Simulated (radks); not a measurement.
All-electron atom: Au XXI in [Kr] 4d10 4f12 5s1.

Calculated with a radial shooting solver on a logarithmic mesh with Libxc functionals: non-relativistic Kohn-Sham, TPSS, spin-polarised, spherical densities, point nucleus; open shells are filled with parallel spins first (spin-orbit coupling, left out, can overturn this in heavy ions); meta-GGA in the generalised Kohn-Sham scheme; relativity is left out, which matters for an element this heavy.

Energy parts (eV):
| part | energy |
|---|---|
| total | -482039.62 |
| kinetic | 481944.42 |
| electron-nucleus | -1117848.68 |
| Hartree | 162650.32 |
| exchange-correlation | -8785.67 |

Orbitals (lengths in bohr, moments of r in powers of bohr; r(90%) holds 90 % of the orbital's charge):
| orbital | occ. | eigenvalue (eV) | r(90%) | <r> |
|---|---|---|---|---|
| 1s up | 1 | -73628.25 | 0.0340 | 0.01916 |
| 1s down | 1 | -73628.04 | 0.0340 | 0.01916 |
| 2s up | 1 | -12705.78 | 0.124 | 0.08069 |
| 2s down | 1 | -12705.58 | 0.124 | 0.08069 |
| 2p up | 3 | -12231.71 | 0.110 | 0.06820 |
| 2p down | 3 | -12231.53 | 0.110 | 0.06820 |
| 3s up | 1 | -3356.032 | 0.296 | 0.2034 |
| 3s down | 1 | -3353.921 | 0.296 | 0.2034 |
| 3p up | 3 | -3133.077 | 0.288 | 0.1939 |
| 3p down | 3 | -3131.127 | 0.288 | 0.1938 |
| 3d up | 5 | -2718.884 | 0.261 | 0.1693 |
| 3d down | 5 | -2717.416 | 0.261 | 0.1693 |
| 4s up | 1 | -1084.920 | 0.630 | 0.4422 |
| 4s down | 1 | -1081.874 | 0.630 | 0.4423 |
| 4p up | 3 | -987.8993 | 0.641 | 0.4449 |
| 4p down | 3 | -984.7947 | 0.641 | 0.4450 |
| 4d up | 5 | -810.0677 | 0.662 | 0.4482 |
| 4d down | 5 | -806.8216 | 0.662 | 0.4482 |
| 4f up | 7 | -571.7450 | 0.698 | 0.4488 |
| 4f down | 5 | -568.1700 | 0.698 | 0.4489 |
| 5s up | 1 | -494.4089 | 1.21 | 0.8715 |
| 5s down | 0 | -490.5403 | 1.22 | 0.8735 |
| 5p up | 0 | -455.9821 | 1.26 | 0.9005 |
| 5p down | 0 | -452.2831 | 1.26 | 0.9028 |
| 6s up | 0 | -288.6031 | 1.99 | 1.452 |
| 6s down | 0 | -285.4224 | 2.00 | 1.454 |

The highest occupied level is 5s up at -494.41 eV. The spin density at the nucleus is 283.0 e/bohr^3 (1s 0.9, 2s 0.0, 3s -3.8, 4s 1.7, 5s 284.1). Spin moment in Bohr magnetons: 3. For comparison, the ionisation energy in NIST's Atomic Spectra Database is 550 eV (theoretical). In exact Kohn-Sham theory the highest level is minus the ionisation energy, but local and semilocal functionals leave it too shallow, through self-interaction and a potential that decays too fast; potentials with the right tail come closer. Summed over all electrons, <r^2> = 8.503 bohr^2, which gives a Langevin (diamagnetic) susceptibility term of -6.73 x 10^-6 cm^3/mol. The electron density at the nucleus is 3.539e+05 e/bohr^3.
